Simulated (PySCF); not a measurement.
Isomers of C5H4F2.

All values: PBE0/pcSseg-1 (PySCF) at GFN2-xTB geometries, gas phase, one conformer each.

**Question.** Rank by the highest IAO charge on any atom, highest value first.
A. `C/C(F)=C1C=C/1F`
B. `[CH2:1]=[C:2]=[C:3]=[CH:4][CH:5]([F:6])[F:7]` with C3–C4–C5–F6 129°
C. `FC1=C(F)CC=C1`
D. `C#C[C@@]1(F)C[C@@H]1F`

**Answer.** B (+0.447 e), A (+0.327 e), D (+0.268 e), C (+0.228 e).

**Question.** Rank by dipole moment, highest first.
A. `FC1=C(F)CC=C1`
B. `C/C(F)=C1C=C/1F`
C. `[CH2:1]=[C:2]=[C:3]=[CH:4][CH:5]([F:6])[F:7]` with C3–C4–C5–F6 129°

**Answer.** C (2.93 D), A (2.65 D), B (1.58 D).

**Question.** Rank by LUMO energy, lowest first.
A. `C#C[C@@]1(F)C[C@@H]1F`
B. `FC1=C(F)CC=C1`
C. `C/C(F)=C1C=C/1F`
D. `[CH2:1]=[C:2]=[C:3]=[CH:4][CH:5]([F:6])[F:7]` with C3–C4–C5–F6 129°

**Answer.** D (-2.19 eV), B (-0.81 eV), C (-0.31 eV), A (-0.08 eV).

All values together:

| SMILES | μ (D) | HOMO (eV) | LUMO (eV) | lowest IAO charge (e) | highest IAO charge (e) | lowest Hirshfeld charge (e) | highest Hirshfeld charge (e) |
| --- | --- | --- | --- | --- | --- | --- | --- |
| FC1=C(F)CC=C1 | 2.65 | -6.50 | -0.81 | -0.295 (C) | +0.228 (C) | -0.084 (F) | +0.064 (H) |
| C#C[C@@]1(F)C[C@@H]1F | 2.82 | -7.76 | -0.08 | -0.324 (C) | +0.268 (C) | -0.098 (F) | +0.099 (H) |
| C=C=C=CC(F)F | 2.93 | -7.64 | -2.19 | -0.306 (C) | +0.447 (C) | -0.115 (F) | +0.148 (C) |
| C/C(F)=C1C=C/1F | 1.58 | -5.97 | -0.31 | -0.435 (C) | +0.327 (C) | -0.126 (C) | +0.109 (C) |

Conformers: `[CH2:1]=[C:2]=[C:3]=[CH:4][CH:5]([F:6])[F:7]` with C3–C4–C5–F6 129°.
